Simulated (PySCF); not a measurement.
**Computed properties of Cd(H)(Me) (CH4Cd), SMILES [CdH][CH3]**

Cd(H)(Me) (CH4Cd), SMILES [CH3][CdH]. Coordinates come from a B3LYP-D3(BJ)/def2-TZVP optimisation. The def2 effective core potentials stand for the cores of Cd; spin–orbit coupling is left out. Other conformers were not sampled. All values are computed for the isolated molecule unless a solvent is named; none is compared with measurement here.

**Structure.** The optimised structure has C3v symmetry. All 12 harmonic modes at B3LYP-D3(BJ)/def2-TZVP (PySCF) are real, so it is a minimum.

**Vibrations.** The strongest infrared lines (harmonic, unscaled, degenerate partners summed) lie at 1778 cm⁻¹ (312 km/mol, H 99 %), 711 cm⁻¹ (114 km/mol, H 84 %, C 15 %), 425 cm⁻¹ (74 km/mol, H 98 %). The softest mode is at 425 cm⁻¹ and the zero-point energy is 25.6 kcal/mol.

**Electronic structure.** r2SCAN/def2-TZVPD (PySCF) places the frontier levels at -6.35 and -0.68 eV, a gap of 5.67 eV, and gives a dipole moment of 0.48 D and a mean polarisability of 49.2 bohr³. PBE/def2-TZVPD (PySCF) at the same geometry gives -6.15 and -1.07 eV, so its gap is 0.59 eV narrower. An orbital gap is neither the optical nor the fundamental gap.

**Excitations.** TDA-ωB97X/def2-TZVPD (PySCF) has S1 at 5.73 eV (216 nm, f = 0.000, dark); the most intense of the 10 singlets computed lies at 7.97 eV (f = 0.86). Strengths of degenerate partners are summed. T1 (TDA) is at 5.55 eV, 0.18 eV under S1. No vertical singlet excitation falls in the visible range (under 3.1 eV).
